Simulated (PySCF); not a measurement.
Atomic charges against the basis set

Compound: ClFH₆OSi₃.
Structure used (PBE0-D3(BJ)/def2-SVP), in Å, numbered top down from 1:
```xyz
12
ClFH6OSi3 angstrom
F     -0.4191    0.5975    2.1697
Si    -0.3765    0.5776    0.5518
Si    -2.4631    0.0748   -0.3394
Cl     0.2118    2.4666   -0.0308
O      0.7528   -0.5043    0.0812
Si     2.3949   -0.7282   -0.1546
H     -2.8968   -1.2861    0.0928
H     -3.4526    1.0942    0.1168
H     -2.3453    0.1214   -1.8270
H      2.8972    0.2696   -1.1413
H      3.1166   -0.5667    1.1397
H      2.5814   -2.1077   -0.6789
```

PBE0 throughout (PySCF), one geometry, spherical d and f functions. Isolated species at its PBE0-D3(BJ)/def2-SVP geometry (one conformer only). Atoms taken as equivalent share a column and are averaged. The first 7 of 8 kinds of atom are listed.

Mulliken charges (e):

| basis | functions | F1 | Si2 | Si3 | Cl4 | O5 | Si6 | H7/H8/H9 |
| --- | --- | --- | --- | --- | --- | --- | --- | --- |
| STO-3G | 52 | -0.233 | +0.802 | +0.348 | -0.397 | -0.524 | +0.660 | -0.100 |
| 6-31G | 82 | -0.419 | +1.108 | +0.216 | -0.297 | -0.953 | +0.863 | -0.066 |
| 6-31G* | 112 | -0.367 | +0.954 | +0.071 | -0.274 | -0.662 | +0.600 | -0.035 |
| def2-SVP | 130 | -0.326 | +0.854 | +0.108 | -0.273 | -0.576 | +0.576 | -0.038 |
| 6-311+G(2d,p) | 230 | -0.453 | +1.073 | +0.175 | -0.235 | -0.977 | +0.673 | -0.028 |
| def2-TZVP | 246 | -0.301 | +0.692 | -0.022 | -0.230 | -0.378 | +0.279 | +0.004 |

IAO charges (e):

| basis | functions | F1 | Si2 | Si3 | Cl4 | O5 | Si6 | H7/H8/H9 |
| --- | --- | --- | --- | --- | --- | --- | --- | --- |
| STO-3G | 52 | -0.348 | +0.922 | +0.385 | -0.325 | -0.694 | +0.772 | -0.109 |
| 6-31G | 82 | -0.494 | +1.111 | +0.148 | -0.293 | -0.792 | +0.695 | -0.039 |
| 6-31G* | 112 | -0.518 | +1.236 | +0.240 | -0.321 | -0.855 | +0.833 | -0.080 |
| def2-SVP | 130 | -0.515 | +1.230 | +0.243 | -0.311 | -0.850 | +0.841 | -0.083 |
| 6-311+G(2d,p) | 230 | -0.531 | +1.256 | +0.262 | -0.321 | -0.875 | +0.859 | -0.086 |
| def2-TZVP | 246 | -0.534 | +1.274 | +0.262 | -0.324 | -0.881 | +0.871 | -0.088 |

Hirshfeld charges (e):

```json
{"basis": "STO-3G", "functions": "52", "F1": "-0.155", "Si2": "+0.559", "Si3": "+0.261", "Cl4": "-0.332", "O5": "-0.324", "Si6": "+0.451", "H7/H8/H9": "-0.072"}
{"basis": "6-31G", "functions": "82", "F1": "-0.219", "Si2": "+0.429", "Si3": "+0.212", "Cl4": "-0.145", "O5": "-0.350", "Si6": "+0.402", "H7/H8/H9": "-0.048"}
{"basis": "6-31G*", "functions": "112", "F1": "-0.187", "Si2": "+0.389", "Si3": "+0.215", "Cl4": "-0.133", "O5": "-0.303", "Si6": "+0.386", "H7/H8/H9": "-0.055"}
{"basis": "def2-SVP", "functions": "130", "F1": "-0.197", "Si2": "+0.396", "Si3": "+0.229", "Cl4": "-0.116", "O5": "-0.293", "Si6": "+0.395", "H7/H8/H9": "-0.064"}
{"basis": "6-311+G(2d,p)", "functions": "230", "F1": "-0.209", "Si2": "+0.408", "Si3": "+0.229", "Cl4": "-0.112", "O5": "-0.319", "Si6": "+0.399", "H7/H8/H9": "-0.060"}
{"basis": "def2-TZVP", "functions": "246", "F1": "-0.201", "Si2": "+0.402", "Si3": "+0.223", "Cl4": "-0.111", "O5": "-0.308", "Si6": "+0.391", "H7/H8/H9": "-0.060"}
```

Q: Which scheme is steadiest as the basis changes?

A: Largest range over the bases for any column: Hirshfeld 0.22 e, IAO 0.35 e, Mulliken 0.60 e. Hirshfeld charges move least and Mulliken charges most, counted in e. Without the minimal STO-3G basis the ranges are Hirshfeld 0.06, IAO 0.18, Mulliken 0.60 e.

Q: How much do the charges still move between the two largest bases, 6-311+G(2d,p) and def2-TZVP?

A: At most, over all atoms: Mulliken 0.599 e, IAO 0.018 e, Hirshfeld 0.011 e.

Q: What do the same runs give for the total energy, the frontier levels and the dipole moment?

A: 
```
        basis  energy (Eh)  HOMO (eV)  LUMO (eV)  μ (D)
       STO-3G   -1489.2622      -4.85       4.28   2.66
        6-31G   -1506.5713      -8.86      -0.23   2.29
       6-31G*   -1506.7658      -8.69      -0.07   1.70
     def2-SVP   -1506.2867      -8.66      -0.04   1.48
6-311+G(2d,p)   -1506.9528      -8.79      -0.54   1.63
    def2-TZVP   -1506.9843      -8.73      -0.39   1.52
```

The dipole is fixed by the density alone, so its range of 1.18 D shows that the density itself changes with the basis, not only its division among atoms.
